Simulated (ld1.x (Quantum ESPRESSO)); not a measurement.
# An all-electron radial function and its pseudo partner (C)

Columns: radius, all-electron u(r) and pseudo u(r) of the 2s shell (level -25.59 eV) of carbon in the configuration [He] 2s2 2p1; LDA (PZ), non-relativistic, PAW scheme, ld1.x (Quantum ESPRESSO) 7.5.

```
r (bohr)  all-electron   pseudo
   0.082        0.3290  -0.0763
   0.165        0.3688  -0.1539
   0.248        0.2656  -0.2322
   0.330        0.1038  -0.3103
   0.413       -0.0766  -0.3894
   0.495       -0.2480  -0.4669
   0.578       -0.4029  -0.5431
   0.660       -0.5325  -0.6145
   0.742       -0.6377  -0.6799
   0.825       -0.7202  -0.7380
   0.908       -0.7803  -0.7858
   0.990       -0.8204  -0.8213
   1.072       -0.8439  -0.8439
   1.155       -0.8533  -0.8533
   1.238       -0.8508  -0.8508
   1.320       -0.8388  -0.8388
   1.402       -0.8194  -0.8194
   1.485       -0.7939  -0.7939
   1.568       -0.7639  -0.7639
   1.650       -0.7312  -0.7312
   1.733       -0.6960  -0.6960
   1.815       -0.6600  -0.6600
   1.898       -0.6229  -0.6229
   1.980       -0.5864  -0.5864
   2.062       -0.5503  -0.5503
   2.145       -0.5145  -0.5145
```

Task: How many radial nodes do the two functions have?

Result: The all-electron 2s function has n − l − 1 = 1; the pseudo-wave has 0, since the states of the same l below it are removed with the core.

Task: At about which radius was the pseudo-wave matched?

Result: 1.10 bohr, where the columns begin to agree (steps of 0.08 bohr).

Task: Where does each function peak?

Result: Outermost all-electron maximum near 1.16 bohr, pseudo maximum near 1.16 bohr (to the table’s step).

Task: Is the pseudo-wave norm-conserving?

Result: No, it belongs to a PAW set: the norm inside the radius is not constrained, and the difference is carried by the augmentation charge.
